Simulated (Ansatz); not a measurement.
Ansatz (an electronic-structure program) input (CCSD(T)/cc-pVDZ):

Ansatz 0.2 input:
```yaml
crystal:
  periodic: [false, false, false]
  atoms:
    - {symbol: C, position_ang: [1.58555176, -0.92976279, -0.87745265]}
    - {symbol: C, position_ang: [0.81254550, -0.37660665, 0.32243476]}
    - {symbol: C, position_ang: [1.60257645, 0.76582863, 0.96416040]}
    - {symbol: C, position_ang: [-0.66328984, -0.01297396, -0.03507817]}
    - {symbol: C, position_ang: [-1.37698671, -1.24964342, -0.48034242]}
    - {symbol: C, position_ang: [-0.74867609, 1.05676774, -1.13515392]}
    - {symbol: C, position_ang: [-1.39165750, 0.52159397, 1.22286468]}
    - {symbol: H, position_ang: [1.03304574, -1.72477827, -1.38008430]}
    - {symbol: H, position_ang: [1.79039895, -0.14773419, -1.61163917]}
    - {symbol: H, position_ang: [2.54724899, -1.33492764, -0.55683850]}
    - {symbol: H, position_ang: [0.74056328, -1.18016729, 1.06525873]}
    - {symbol: H, position_ang: [1.15224167, 1.11471353, 1.89283158]}
    - {symbol: H, position_ang: [1.69082115, 1.61950732, 0.28874411]}
    - {symbol: H, position_ang: [2.61585627, 0.43232932, 1.19701253]}
    - {symbol: H, position_ang: [-2.21697518, -1.18924393, -1.15987781]}
    - {symbol: H, position_ang: [-1.19138786, -2.19662732, 0.01086160]}
    - {symbol: H, position_ang: [-0.29950029, 0.71268726, -2.06663553]}
    - {symbol: H, position_ang: [-1.79350942, 1.29832067, -1.34056273]}
    - {symbol: H, position_ang: [-0.25090427, 1.97951317, -0.83429710]}
    - {symbol: H, position_ang: [-2.45535073, 0.65025376, 1.01761607]}
    - {symbol: H, position_ang: [-0.99206439, 1.48944178, 1.53114182]}
    - {symbol: H, position_ang: [-1.29086531, -0.17450954, 2.05787240]}
basis:
  gaussian:
    orbitals: cc-pVDZ
magnetization: {spin_polarized: true, initial_magnetization: 1}
correlation: {method: ccsd_t, electrons: outside_noble_gas}
```

End of the output:

```
7 core orbitals not correlated
reference -7450.00238830 eV, -273.7825379769 hartree; 22, 21 occupied and 144, 145 virtual orbitals, 1561 factors
second order -27.09982211 eV of doubles, -0.00000000 eV of singles
coupled cluster: 8.01 GiB planned
cycle   1  -28.85966773 eV  change    -1.8e0 eV  update   1.0e-1
cycle   2  -29.62528129 eV  change   -7.7e-1 eV  update   3.1e-2
cycle   3  -29.74403644 eV  change   -1.2e-1 eV  update   1.2e-2
cycle   4  -29.74810304 eV  change   -4.1e-3 eV  update   4.0e-3
cycle   5  -29.74902283 eV  change   -9.2e-4 eV  update   1.7e-3
cycle   6  -29.74884783 eV  change    1.7e-4 eV  update   6.4e-4
cycle   7  -29.74882027 eV  change    2.8e-5 eV  update   2.2e-4
cycle   8  -29.74883221 eV  change   -1.2e-5 eV  update   8.0e-5
cycle   9  -29.74880403 eV  change    2.8e-5 eV  update   2.9e-5
perturbative correction -0.91372338 eV, -0.0335787147 hartree
Total energy: -7480.66491570 eV, -274.9093650752 hartree
```

It need not be the lowest isomer of its formula.
